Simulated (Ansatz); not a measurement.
Geometry optimisation, Ansatz, DFT PBEsol, scalar-relativistic, plane waves, PAW.

input.yaml

```yaml
crystal:
  lattice:
    - [0.0, 5.43, 5.43]
    - [5.43, 0.0, 5.43]
    - [5.43, 5.43, 0.0]
  atoms:
    - { symbol: Si, position: [0.0, 0.0, 0.0] }
    - { symbol: Si, position: [0.125, 0.125, 0.125] }
    - { symbol: Si, position: [0.0, 0.0, 0.5] }
    - { symbol: Si, position: [0.125, 0.125, 0.625] }
    - { symbol: Si, position: [0.0, 0.5, 0.0] }
    - { symbol: Si, position: [0.125, 0.625, 0.125] }
    - { symbol: Si, position: [0.0, 0.5, 0.5] }
    - { symbol: Si, position: [0.125, 0.625, 0.625] }
    - { symbol: Si, position: [0.5, 0.0, 0.0] }
    - { symbol: Si, position: [0.625, 0.125, 0.125] }
    - { symbol: Si, position: [0.5, 0.0, 0.5] }
    - { symbol: Si, position: [0.625, 0.125, 0.625] }
    - { symbol: Si, position: [0.5, 0.5, 0.0] }
    - { symbol: Si, position: [0.625, 0.625, 0.125] }
    - { symbol: Si, position: [0.5, 0.5, 0.5] }
    - { symbol: Si, position: [0.625, 0.625, 0.625] }
    - { symbol: C, position: [0.3718879, 0.371217, 0.3799094], spin: 1.0 }
magnetization:
  spin_polarized: true
basis:
  ecutwfc: 420.0
kpoints:
  mp_grid: { grid: [2, 2, 2] }
hamiltonian:
  xc: pbesol
  pseudopotentials: { kind: paw, azcp: { folder: soft_1 } }
scf:
  occupations: { method: gaussian, width: 0.05 }
  lower_state_search: "off"
relax:
  f_tol: 0.03
  max_steps: 60
  adjacent_minimum: "off"
output:
  write_density: true
  write_potential: true
  elf: true
  volumetric_format: npy
```

Launched with:

```bash
$ ansatz run input.yaml --threads 2 --pin off --max-ram 5120MiB --backend cpu --events-out ev --progress --plain --runs-dir out
```

Question: Where does it end, and by what steps?

Answer: The forces met the threshold. The force dipped under the threshold on the way, but the program's further checks kept it going. Limits of this set-up: coarse k mesh, PAW files made for another functional. After 15 steps the energy has fallen by 1.577 eV; C17 moved furthest, 1.66 Å. Joined: Si4–C17.

```csv
step,energy less start (eV),largest force component (eV/Å),accepted
0,0.0000,0.535,yes
1,-0.1207,0.312,yes
2,-0.2189,0.190,yes
3,-0.2509,0.201,yes
4,-0.2687,0.250,yes
5,-0.3215,0.295,yes
6,-0.4133,0.609,yes
7,-0.6764,0.850,yes
8,-0.9433,1.135,yes
9,-1.1504,1.011,yes
10,-1.3223,1.256,yes
11,-1.4578,0.600,yes
12,-1.5500,0.327,yes
13,-1.5737,0.142,yes
14,-1.5775,0.019,yes
15,-1.5775,0.019,yes
```

```xyz
17
Lattice="0.0000 5.4300 5.4300 5.4300 0.0000 5.4300 5.4300 5.4300 0.0000" Properties=species:S:1:pos:R:3
Si 0.198 0.198 -0.081
Si 1.363 1.363 1.575
Si 2.541 2.541 -0.062
Si 4.086 4.088 0.608
Si 2.727 -0.021 2.877
Si 4.012 1.398 4.227
Si 5.292 2.844 2.954
Si 6.741 4.120 4.226
Si -0.021 2.727 2.877
Si 1.398 4.012 4.227
Si 2.843 5.292 2.954
Si 4.120 6.741 4.227
Si 2.673 2.673 5.668
Si 4.070 4.070 6.933
Si 5.464 5.464 5.660
Si 6.782 6.782 7.093
C 4.091 4.091 2.371
```

Whether the end is a true minimum wasn't checked by a vibrational analysis.

Run time: 6.7 min on 2 threads of AMD EPYC (Zen 3), with other jobs on the host, peak memory 0.73 GiB.
